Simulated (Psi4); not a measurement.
AlCl2, doublet, geometry from GFN2-xTB (such geometries of metal compounds can be far from the true shape) (the spin is typed, not shown lowest); BLYP/cc-pVDZ run with Psi4.

Input for Psi4:
```
memory 2 GB

molecule {
0 2
Al    0.42790656   -0.01574826    0.46996358
Cl    1.19006944    0.33144322   -1.40132717
Cl   -1.51729210   -0.31940043    1.04194326
}

set {
  basis cc-pvdz
  reference uks
  d_convergence 1e-8
}

energy('blyp')
print_variables()
```

It wrote (shortened):

```
   => Loading Basis Set <=

    Name: CC-PVDZ
    Role: ORBITAL
    Keyword: BASIS

         ---------------------------------------------------------
                                   SCF
               by Justin Turney, Rob Parrish, Andy Simmonett
                          and Daniel G. A. Smith
                              UKS Reference
         ---------------------------------------------------------

  ==> Geometry <==

    Molecular point group: cs
    Full point group: Cs

    Geometry (in Angstrom), charge = 0, multiplicity = 2:

       Center              X                  Y                   Z               Mass
    ------------   -----------------  -----------------  -----------------  -----------------
         AL          -0.466516833100    -0.429621904688     0.000000000000    26.981538530000
         CL           1.434715836186    -1.196744833370     0.000000000000    34.968852682000
         CL          -1.074757160343     1.528235834235     0.000000000000    34.968852682000

  Running in cs symmetry.

  Rotational constants: A =      1.12092  B =      0.07026  C =      0.06611 [cm^-1]
  Rotational constants: A =  33604.37450  B =   2106.28706  C =   1982.05399 [MHz]
  Nuclear repulsion =  155.370109338148467

  Charge       = 0
  Multiplicity = 2
  Electrons    = 47
  Nalpha       = 24
  Nbeta        = 23

  ==> Algorithm <==

  SCF Algorithm Type is DF.
  DIIS enabled.
  MOM disabled.
  Fractional occupation disabled.
  Guess Type is SAD.
  Energy threshold   = 1.00e-06
  Density threshold  = 1.00e-08
  Integral threshold = 1.00e-12

  ==> Primary Basis <==

  Basis Set: CC-PVDZ
    Blend: CC-PVDZ
    Number of shells: 24
    Number of basis functions: 54
    Number of Cartesian functions: 57
    Spherical Harmonics?: true
    Max angular momentum: 2

  ==> DFT Potential <==

   => LibXC <=

    Version 7.1.2
    S. Lehtola, C. Steigemann, M. J. T. Oliveira, and M. A. L. Marques,  SoftwareX 7, 1–5 (2018) (10.1016/j.softx.2017.11.002)

   => Composite Functional: BLYP <=

    BLYP GGA Exchange-Correlation Functional

    P.J. Stephens et. al., J. Phys. Chem., 98, 11623-11627, 1994
    B. Miehlich et. al., Chem. Phys. Lett., 157(3), 200-206 1989

    Deriv               =              1
    GGA                 =           TRUE
    Meta                =          FALSE

    Exchange Hybrid     =          FALSE
    MP2 Hybrid          =          FALSE

   => Exchange Functionals <=

    1.0000     XC_GGA_X_B88

   => Correlation Functionals <=

    1.0000     XC_GGA_C_LYP

   => LibXC Density Thresholds  <==

    XC_GGA_C_LYP:  1.00E-14
    XC_GGA_X_B88:  1.00E-15

   => Molecular Quadrature <=

    Radial Scheme          =       TREUTLER
    Pruning Scheme         =           NONE
    Nuclear Scheme         =       TREUTLER

    Blocking Scheme        =         OCTREE
    BS radius alpha        =              1
    Pruning alpha          =              1
    Radial Points          =             75
    Spherical Points       =            302
    Total Points           =          64086
    Total Blocks           =            568
    Max Points             =            256
    Max Functions          =             54
    Weights Tolerance      =       1.00E-15

   => Loading Basis Set <=

    Name: (CC-PVDZ AUX)
    Role: JKFIT
    Keyword: DF_BASIS_SCF

  ==> Integral Setup <==

  SCF_SUBTYPE=INCORE selected. In-core MEM_DF algorithm will be used.
  Using in-core AOs.

  ==> MemDFJK: Density-Fitted J/K Matrices <==

    J tasked:                   Yes
    K tasked:                    No
    wK tasked:                   No
    Algorithm:                 Core
    Schwarz Cutoff:           1E-12
    Mask sparsity (%):       0.0000
    Fitting Condition:        1E-10

   => Auxiliary Basis Set <=

  Basis Set: (CC-PVDZ AUX)
    Blend: CC-PVDZ-JKFIT
    Number of shells: 108
    Number of basis functions: 336
    Number of Cartesian functions: 390
    Spherical Harmonics?: true
    Max angular momentum: 3

[...]

  SCF Guess: Superposition of Atomic Densities via on-the-fly atomic UHF (no occupation information).

   -------------------------
    Irrep   Nso     Nmo
   -------------------------
     A'        39      39
     A"        15      15
   -------------------------
    Total      54      54
   -------------------------

  ==> Iterations <==

                           Total Energy        Delta E     RMS |[F,P]|

   @DF-UKS iter SAD: -1162.80087483535181   -1.16280e+03   0.00000e+00
   @DF-UKS iter   1: -1162.83248740293425   -3.16126e-02   9.04684e-03 ADIIS/DIIS
   @DF-UKS iter   2: -1162.79871397298780    3.37734e-02   1.07872e-02 ADIIS/DIIS
   @DF-UKS iter   3: -1162.91297544566146   -1.14261e-01   1.87319e-03 ADIIS/DIIS
   @DF-UKS iter   4: -1162.91747497383267   -4.49953e-03   2.61739e-04 ADIIS/DIIS
   @DF-UKS iter   5: -1162.91754550554197   -7.05317e-05   5.40355e-05 DIIS
   @DF-UKS iter   6: -1162.91754955430838   -4.04877e-06   1.53302e-05 DIIS
   @DF-UKS iter   7: -1162.91754980035398   -2.46046e-07   1.83028e-06 DIIS
   @DF-UKS iter   8: -1162.91754980583914   -5.48516e-09   1.64873e-07 DIIS
   @DF-UKS iter   9: -1162.91754980588576   -4.66116e-11   1.77598e-08 DIIS
   @DF-UKS iter  10: -1162.91754980588598   -2.27374e-13   1.71734e-09 DIIS
  Energy and wave function converged.

  ==> Post-Iterations <==

   Electrons on quadrature grid:
      Nalpha   =   24.0000163969 ; deviation = 1.640e-05
      Nbeta    =   23.0000165620 ; deviation = 1.656e-05
      Ntotal   =   47.0000329590 ; deviation = 3.296e-05

   @Spin Contamination Metric:   1.309121474E-03
   @S^2 Expected:                7.500000000E-01
   @S^2 Observed:                7.513091215E-01
   @S   Expected:                5.000000000E-01
   @S   Observed:                5.000000000E-01

    Orbital Energies [Eh]
    ---------------------

    Alpha Occupied:

[...]
    Alpha Virtual:

[...]
    Beta Occupied:

[...]
    Beta Virtual:

[...]
      39Ap     1.192547

    Final Occupation by Irrep:
             Ap   App
    DOCC [    18,    5 ]
    SOCC [     1,    0 ]
    NA   [    19,    5 ]
    NB   [    18,    5 ]

  @DF-UKS Final Energy: -1162.91754980588598

   => Energetics <=

    Nuclear Repulsion Energy =            155.3701093381484668
    One-Electron Energy =               -1917.6101803280787408
    Two-Electron Energy =                 674.5389653954878213
    DFT Exchange-Correlation Energy =     -75.2164442114436440
    Empirical Dispersion Energy =           0.0000000000000000
    VV10 Nonlocal Energy =                  0.0000000000000000
    Total Energy =                      -1162.9175498058859830

  UHF NO Occupations:
  HONO-2 :    5App 1.9997189
  HONO-1 :   18 Ap 1.9996974
  HONO-0 :   19 Ap 1.0000000
  LUNO+0 :   20 Ap 0.0003026
  LUNO+1 :    6App 0.0002811
  LUNO+2 :   21 Ap 0.0000385
  LUNO+3 :   22 Ap 0.0000097

Computation Completed

Properties will be evaluated at   0.000000,   0.000000,   0.000000 [a0]

Properties computed using the SCF density matrix

 Multipole Moments:

 ------------------------------------------------------------------------------------
     Multipole            Electronic (a.u.)      Nuclear  (a.u.)        Total (a.u.)
 ------------------------------------------------------------------------------------

 L = 1.  Multiply by 2.5417464519 to convert [e a0] to [Debye]
 Dipole X            :         -0.2881945            0.1031387           -0.1850558
 Dipole Y            :         -0.2654023            0.0949819           -0.1704205
 Dipole Z            :          0.0000000            0.0000000            0.0000000
 Magnitude           :                                                    0.2515726

 ------------------------------------------------------------------------------------

  Variable Map:
  ----------------------------------------------------------------------------
[...]
  Array Variable Map:
  ----------------------------------------------------------------------------
[...]
[...]
```
